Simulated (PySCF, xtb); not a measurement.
B(F)3(OMe2) (C2H6BF3O), SMILES CO(C)->B(F)(F)F (connectivity only; charge and spin as stated), neutral, multiplicity 1.

GFN2-xTB in xtb 6.7.1 at its own geometry gives an orbital gap of 10.40 eV and a dipole moment of 6.15 D.

Geometry: ωB97X-D3(BJ)/def2-SVP. The isomer is the one that the SMILES or the coordinates give; other isomers of the formula were not compared. One conformer was computed; it need not be the lowest.

Q: What does HF/def2-TZVP (PySCF) give? (Estimate from the structure and the level; the computed values follow.)

A: gap 17.14 eV (levels -13.80 and 3.34 eV), dipole 5.57 D.
